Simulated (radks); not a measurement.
The numbers below are computed, except where a source is named.
Problem. Spherical quantum dot in the effective-mass picture: electrons in a parabolic well V = omega^2 r^2 / 2 with omega = 1.02, all in effective atomic units (hartree* = m*/eps^2 hartree, bohr* = eps/m* bohr), one dielectric constant everywhere. Level of theory: non-relativistic Kohn-Sham, PBE, spin-polarised, spherical densities (a radial shooting solver with Libxc functionals). Levels are named by radial order and angular momentum (1s, 1p, 1d, 2s, ...), and open shells are averaged over m. At N = 17 the configuration is 1s2 1p6 1d(up 5, down 4). Does electron 18 go into 2s down or 1d down or 2s up?

Solution. Into 1d down. The total energies of the other choices lie higher by 0.0912 hartree* (2s up), 0.100 hartree* (2s down).
